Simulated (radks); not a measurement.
Species: the caesium ion Cs4+. Configuration: [Kr] 4d10 5s1 5p3 6p1 (not the ground configuration). Calculated with a radial shooting solver on a logarithmic mesh with Libxc functionals: Dirac Kohn-Sham, BLYP, spin-unpolarised, spherical densities, finite nucleus; open shells fill j = l - 1/2 first; Fermi nuclear charge, rms radius 4.8041 fm.

Spin-orbit splittings of the eigenvalues, e(l+1/2) - e(l-1/2), with zeta = 2 splitting/(2l+1) and mean radii in bohr:

| shell | occ. | splitting (eV) | zeta (eV) | <r> j=l-1/2 | <r> j=l+1/2 |
|---|---|---|---|---|---|
| 2p | 6 | 352.4 | 235.0 | 0.09402 | 0.09991 |
| 3p | 6 | 67.54 | 45.03 | 0.2887 | 0.3005 |
| 3d | 10 | 14.34 | 5.737 | 0.2713 | 0.2750 |
| 4p | 6 | 13.87 | 9.248 | 0.7190 | 0.7462 |
| 4d | 10 | 2.324 | 0.9295 | 0.8235 | 0.8334 |
| 5p | 3 | 2.329 | 1.553 | 1.773 | 1.833 |
| 6p | 1 | 0.6529 | 0.4353 | 3.643 | 3.732 |
